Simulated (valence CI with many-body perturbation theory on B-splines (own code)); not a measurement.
Values are calculated unless marked as measured or tabulated.
**Energy levels of Sm XII**

Method: configuration interaction combined with many-body perturbation theory (CI+MBPT): five valence electrons over a frozen Dirac-Fock core [Kr] 4d10, radial functions for each j: 7 s, 7 p, 7 d, 7 f, 4 g, 2 h, with the one-electron correlation potential Σ1 (screened to all orders), the two-electron term Σ2, the three-electron term Σ3, Breit, model QED; selected single and double excitations, second order for the rest, scaled by the run's own slope (own B-spline code, finite nucleus).

No measured levels were compared; by estimate terms of the open shell hold to a few per cent of their energy, and close levels can change places. Among the levels kept, up to 2300 cm⁻¹ of a level comes from second order outside the variational space, and about a tenth of that is noise between levels of different J, which matters for small intervals.

Levels 1 to 45 of 233, with energies above the lowest level, 4f³5s² ⁴I°_9/2. "Leading %" is the weight of the configuration and term that name the level; weights of strongly mixed levels are sums over their largest components and can fall short. In the jj column 3d3/2^4 stands for four electrons in 3d with j = 3/2.

```
No.  Configuration  Term     J  E (eV)  Leading %      g                     Leading jj
  1         4f³5s²   ⁴I°   9/2  0.0000         94  0.733            4f5/2^3 5s^2 (62 %)
  2         4f³5s²   ⁴I°  11/2  0.3995         97  0.965      4f5/2^2 4f7/2 5s^2 (86 %)
  3         4f³5s²   ⁴I°  13/2  0.8164         97  1.106      4f5/2 4f7/2^2 5s^2 (78 %)
  4         4f³5s²   ⁴I°  15/2   1.240         96  1.197            4f7/2^3 5s^2 (48 %)
  5         4f³5s²   ⁴F°   3/2   2.202         90  0.437            4f5/2^3 5s^2 (45 %)
  6         4f³5s²   ²H°   9/2   2.349         63  0.992      4f5/2^2 4f7/2 5s^2 (51 %)
  7         4f³5s²   ⁴F°   5/2   2.429         95  1.032      4f5/2^2 4f7/2 5s^2 (71 %)
  8         4f³5s²   ⁴F°   7/2   2.621         88  1.202      4f5/2^2 4f7/2 5s^2 (58 %)
  9         4f³5s²   ⁴S°   3/2   2.623         90  1.940      4f5/2^2 4f7/2 5s^2 (56 %)
 10         4f³5s²   ⁴F°   9/2   2.877         74  1.237      4f5/2 4f7/2^2 5s^2 (82 %)
 11         4f³5s²   ²H°  11/2   3.042         91  1.098      4f5/2 4f7/2^2 5s^2 (67 %)
 12         4f³5s²   ²G°   7/2   3.302         60  0.946      4f5/2^2 4f7/2 5s^2 (67 %)
 13         4f³5s²   ⁴G°   5/2   3.323         96  0.575      4f5/2^2 4f7/2 5s^2 (41 %)
 14         4f³5s²   ²K°  13/2   3.639         96  0.935      4f5/2^2 4f7/2 5s^2 (66 %)
 15         4f³5s²   ⁴G°   7/2   3.701         67  0.961      4f5/2 4f7/2^2 5s^2 (50 %)
 16         4f³5s²   ⁴G°   9/2   3.803         66  1.145      4f5/2 4f7/2^2 5s^2 (62 %)
 17         4f³5s²   ²D°   3/2   4.039         48  1.056      4f5/2 4f7/2^2 5s^2 (54 %)
 18         4f³5s²   ²K°  15/2   4.057         91  1.061      4f5/2^2 4f7/2 5s^2 (48 %)
 19         4f³5s²   ²G°   9/2   4.104         56  1.137            4f7/2^3 5s^2 (66 %)
 20         4f³5s²   ⁴G°  11/2   4.226         90  1.257            4f7/2^3 5s^2 (43 %)
 21         4f³5s²   ²P°   1/2   4.445         91  0.618      4f5/2^2 4f7/2 5s^2 (53 %)
 22         4f³5s²   ²D°   5/2   4.564         95  1.194      4f5/2 4f7/2^2 5s^2 (70 %)
 23         4f³5s²   ²P°   3/2   5.085         50  1.093            4f7/2^3 5s^2 (71 %)
 24         4f³5s²   ⁴D°   3/2   5.450         77  1.120      4f5/2^2 4f7/2 5s^2 (72 %)
 25         4f³5s²   ⁴D°   5/2   5.467         73  1.316      4f5/2^2 4f7/2 5s^2 (64 %)
 26         4f³5s²   ²I°  11/2   5.515         81  0.952      4f5/2^2 4f7/2 5s^2 (72 %)
 27         4f³5s²   ⁴D°   1/2   5.599         91  0.043      4f5/2 4f7/2^2 5s^2 (53 %)
 28         4f³5s²   ²L°  15/2   5.675         92  0.947      4f5/2 4f7/2^2 5s^2 (43 %)
 29         4f³5s²   ²I°  13/2   5.808         96  1.074      4f5/2 4f7/2^2 5s^2 (86 %)
 30         4f³5s²   ⁴D°   7/2   5.942         96  1.423      4f5/2 4f7/2^2 5s^2 (66 %)
 31         4f³5s²   ²L°  17/2   5.971         98  1.058      4f5/2 4f7/2^2 5s^2 (98 %)
 32         4f³5s²   ²H°   9/2   6.245         95  0.911      4f5/2 4f7/2^2 5s^2 (50 %)
 33         4f³5s²   ²D°   3/2   6.464         78  0.882      4f5/2 4f7/2^2 5s^2 (66 %)
 34         4f³5s²   ²H°  11/2   6.548         80  1.064      4f5/2 4f7/2^2 5s^2 (50 %)
 35         4f³5s²   ²D°   5/2   6.642         52  1.162      4f5/2 4f7/2^2 5s^2 (53 %)
 36       4f²5s²5p   ⁴I°   9/2   6.773         60  0.806      4f5/2^2 5s^2 5p1/2 (92 %)
 37         4f³5s²   ²F°   5/2   7.438         71  0.943            4f7/2^3 5s^2 (48 %)
 38       4f²5s²5p   ⁴H°   7/2   7.493         53  0.781      4f5/2^2 5s^2 5p1/2 (76 %)
 39         4f³5s²   ²F°   7/2   7.710         94  1.144            4f7/2^3 5s^2 (41 %)
 40       4f²5s²5p   ⁴I°  11/2   7.722         52  1.011  4f5/2 4f7/2 5s^2 5p1/2 (94 %)
 41       4f²5s²5p   ⁴H°   9/2   7.809         38  1.038  4f5/2 4f7/2 5s^2 5p1/2 (94 %)
 42       4f²5s²5p   ⁴G°   5/2   7.983         75  0.646      4f5/2^2 5s^2 5p1/2 (70 %)
 43       4f²5s²5p   ²D°   3/2   8.320         46  0.691      4f5/2^2 5s^2 5p1/2 (62 %)
 44       4f²5s²5p   ⁴G°   7/2   8.391         46  1.036  4f5/2 4f7/2 5s^2 5p1/2 (88 %)
 45       4f²5s²5p   ⁴G°  11/2   8.431         49  1.189      4f7/2^2 5s^2 5p1/2 (78 %)
```

Names give the largest LS component (configuration and term), which can be under half, so a name can repeat, a term be missing and a line seem to break the LS rules; names also repeat where a configuration has a term twice.

Where two levels of one J and parity lie close, their mixing, g and order are uncertain.

The ionisation energy to 4f²5s² ³H4 of the next ion comes out as 199.76 eV (NIST: 208 ± 10 eV (theoretical)). All 233 levels together are meant to be complete up to 23.277 eV.
